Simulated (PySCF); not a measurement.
## Fractional electron number in C⁺ (carbon, charge +1)

The 2p alpha orbital of [He] 2s2 2p1 is emptied in steps (occupation f), with all orbitals relaxed, ending at [He] 2s2. Calculation: PySCF 2.14, in def2-TZVP (5s3p2d1f, 31 functions); no relativity, point nucleus. The exact energy is a straight line in f; departures are measured from the line between the end points of the same method.

```json
{"f": "1", "UHF (eV)": "0.000", "LDA (eV)": "0.000", "PBE (eV)": "0.000", "PBE0 (eV)": "0.000", "r2SCAN (eV)": "0.000", "LC-wPBE (eV)": "0.000", "BHandHLYP (eV)": "0.000", "wB97X (eV)": "0.000", "BLYP (eV)": "0.000", "CAM-B3LYP (eV)": "0.000"}
{"f": "0.8", "UHF (eV)": "0.110", "LDA (eV)": "-1.123", "PBE (eV)": "-1.111", "PBE0 (eV)": "-0.809", "r2SCAN (eV)": "-1.015", "LC-wPBE (eV)": "-0.332", "BHandHLYP (eV)": "-0.514", "wB97X (eV)": "-0.369", "BLYP (eV)": "-1.119", "CAM-B3LYP (eV)": "-0.576"}
{"f": "0.6", "UHF (eV)": "0.162", "LDA (eV)": "-1.693", "PBE (eV)": "-1.672", "PBE0 (eV)": "-1.214", "r2SCAN (eV)": "-1.514", "LC-wPBE (eV)": "-0.496", "BHandHLYP (eV)": "-0.770", "wB97X (eV)": "-0.550", "BLYP (eV)": "-1.683", "CAM-B3LYP (eV)": "-0.863"}
{"f": "0.4", "UHF (eV)": "0.159", "LDA (eV)": "-1.700", "PBE (eV)": "-1.674", "PBE0 (eV)": "-1.212", "r2SCAN (eV)": "-1.503", "LC-wPBE (eV)": "-0.492", "BHandHLYP (eV)": "-0.766", "wB97X (eV)": "-0.542", "BLYP (eV)": "-1.681", "CAM-B3LYP (eV)": "-0.860"}
{"f": "0.2", "UHF (eV)": "0.104", "LDA (eV)": "-1.135", "PBE (eV)": "-1.114", "PBE0 (eV)": "-0.805", "r2SCAN (eV)": "-0.994", "LC-wPBE (eV)": "-0.323", "BHandHLYP (eV)": "-0.506", "wB97X (eV)": "-0.353", "BLYP (eV)": "-1.116", "CAM-B3LYP (eV)": "-0.569"}
{"f": "0", "UHF (eV)": "0.000", "LDA (eV)": "0.000", "PBE (eV)": "0.000", "PBE0 (eV)": "0.000", "r2SCAN (eV)": "0.000", "LC-wPBE (eV)": "0.000", "BHandHLYP (eV)": "0.000", "wB97X (eV)": "0.000", "BLYP (eV)": "0.000", "CAM-B3LYP (eV)": "0.000"}
```

```json
{"method": "UHF", "E(f=0) − E(f=1) (eV)": "24.170", "−ε at f=1 (eV)": "24.875", "−ε at f=0.4 (eV)": "24.023"}
{"method": "LDA", "E(f=0) − E(f=1) (eV)": "24.766", "−ε at f=1 (eV)": "17.798", "−ε at f=0.4 (eV)": "26.160"}
{"method": "PBE", "E(f=0) − E(f=1) (eV)": "24.853", "−ε at f=1 (eV)": "17.950", "−ε at f=0.4 (eV)": "26.250"}
{"method": "PBE0", "E(f=0) − E(f=1) (eV)": "24.835", "−ε at f=1 (eV)": "19.792", "−ε at f=0.4 (eV)": "25.861"}
{"method": "r2SCAN", "E(f=0) − E(f=1) (eV)": "25.003", "−ε at f=1 (eV)": "18.640", "−ε at f=0.4 (eV)": "26.315"}
{"method": "LC-wPBE", "E(f=0) − E(f=1) (eV)": "24.996", "−ε at f=1 (eV)": "22.923", "−ε at f=0.4 (eV)": "25.436"}
{"method": "BHandHLYP", "E(f=0) − E(f=1) (eV)": "24.876", "−ε at f=1 (eV)": "21.658", "−ε at f=0.4 (eV)": "25.539"}
{"method": "wB97X", "E(f=0) − E(f=1) (eV)": "24.658", "−ε at f=1 (eV)": "22.345", "−ε at f=0.4 (eV)": "25.159"}
{"method": "BLYP", "E(f=0) − E(f=1) (eV)": "24.921", "−ε at f=1 (eV)": "17.957", "−ε at f=0.4 (eV)": "26.343"}
{"method": "CAM-B3LYP", "E(f=0) − E(f=1) (eV)": "25.001", "−ε at f=1 (eV)": "21.409", "−ε at f=0.4 (eV)": "25.742"}
```

Orbital energy along the path (eV):

```json
{"f": "1", "UHF": "-24.875", "LDA": "-17.798", "PBE": "-17.950", "PBE0": "-19.792", "r2SCAN": "-18.640", "LC-wPBE": "-22.923", "BHandHLYP": "-21.658", "wB97X": "-22.345", "BLYP": "-17.957", "CAM-B3LYP": "-21.409"}
{"f": "0.8", "UHF": "-24.572", "LDA": "-20.520", "PBE": "-20.663", "PBE0": "-21.796", "r2SCAN": "-21.219", "LC-wPBE": "-23.753", "BHandHLYP": "-22.951", "wB97X": "-23.282", "BLYP": "-20.704", "CAM-B3LYP": "-22.840"}
{"f": "0.6", "UHF": "-24.289", "LDA": "-23.315", "PBE": "-23.439", "PBE0": "-23.825", "r2SCAN": "-23.790", "LC-wPBE": "-24.596", "BHandHLYP": "-24.250", "wB97X": "-24.227", "BLYP": "-23.511", "CAM-B3LYP": "-24.290"}
{"f": "0.4", "UHF": "-24.023", "LDA": "-26.160", "PBE": "-26.250", "PBE0": "-25.861", "r2SCAN": "-26.315", "LC-wPBE": "-25.436", "BHandHLYP": "-25.539", "wB97X": "-25.159", "BLYP": "-26.343", "CAM-B3LYP": "-25.742"}
{"f": "0.2", "UHF": "-23.771", "LDA": "-29.021", "PBE": "-29.052", "PBE0": "-27.878", "r2SCAN": "-28.773", "LC-wPBE": "-26.240", "BHandHLYP": "-26.800", "wB97X": "-26.037", "BLYP": "-29.146", "CAM-B3LYP": "-27.163"}
{"f": "0", "UHF": "-23.533", "LDA": "-31.842", "PBE": "-31.763", "PBE0": "-29.820", "r2SCAN": "-31.154", "LC-wPBE": "-26.966", "BHandHLYP": "-28.003", "wB97X": "-26.769", "BLYP": "-31.818", "CAM-B3LYP": "-28.508"}
```

Reference removal energy between the ground levels: 24.383 eV (measured; NIST Atomic Spectra Database, ionization energies). The calculation has no spin-orbit coupling. UHF lacks correlation.
